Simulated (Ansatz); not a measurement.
Reaction (cleavage of the B–Ge bond): `O[BH][GeH2][CH2]O` + `NCS` → `OBNCS` + `O[CH2][GeH3]`

Isolated molecules relaxed with PBE0-D4/def2-TZVP in Ansatz; ΔE leaves out vibrations. CCSD(T)/CBS adds triple-zeta CCSD(T) − MP2 to the extrapolated MP2 energy (def2 sets, frozen cores). Functionals use def2-TZVPP. For Ge outer-core shells are correlated without core-valence functions, which leaves a few kJ/mol of doubt a bond. Scalar relativity is left out up to krypton. One conformer a species, not always the lowest.

| level | ΔE (kJ/mol) |
| --- | --- |
| r2SCAN-D4 | -140.4 |
| HF/def2-QZVPP | -143.7 |

What does CCSD(T)/CBS give? (An estimate is asked.)

The calculation gave: -134.1 kJ/mol. The listed levels differ from it by -6.3, -9.6 kJ/mol.

Largest T1 diagnostic among the species: 0.013.

From PBE to PBE0 (25 % exact exchange), in def2-TZVPP and without D4, ΔE moves by −4.2 kJ/mol. The D4 term adds −4.3 kJ/mol with B3LYP and −2.1 kJ/mol with PBE0; it sums over pairs of atoms, weighted by their polarisabilities, and B3LYP, whose exchange is more repulsive, gets the larger term.

B3LYP here is the variant with VWN-RPA as its local correlation; programs differ in this.
